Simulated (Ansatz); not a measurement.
Program: Ansatz 0.2.0.

A structure relaxed at PBE0-D4/def2-TZVP, charge 0, multiplicity 2:

| atom | x (Å) | y (Å) | z (Å) |
| --- | --- | --- | --- |
| C1 | -0.042 | 2.302 | 0.726 |
| O2 | -0.059 | 1.299 | -0.268 |
| B3 | 0.003 | -0.008 | 0.027 |
| O4 | -0.017 | -0.936 | -0.941 |
| C5 | 0.046 | -2.320 | -0.664 |
| H6 | 0.805 | 2.965 | 0.544 |
| H7 | 0.043 | 1.871 | 1.727 |
| H8 | -0.965 | 2.881 | 0.660 |
| H9 | 0.928 | -2.739 | -1.154 |
| H10 | 0.104 | -2.512 | 0.410 |
| H11 | -0.845 | -2.803 | -1.070 |

(1) Give its formula and SMILES.

(2) Point group (tolerance 0.08 Å, 0.16 Å for H)?

(3) Summarise the bond lengths by kind.

## Answers

(1) C2H6BO2, `CO[B]OC`.

(2) C2v.

(3) 2 × C–O 1.413 Å; 6 × C–H 1.092 to 1.093 Å; 2 × B–O 1.341 Å.
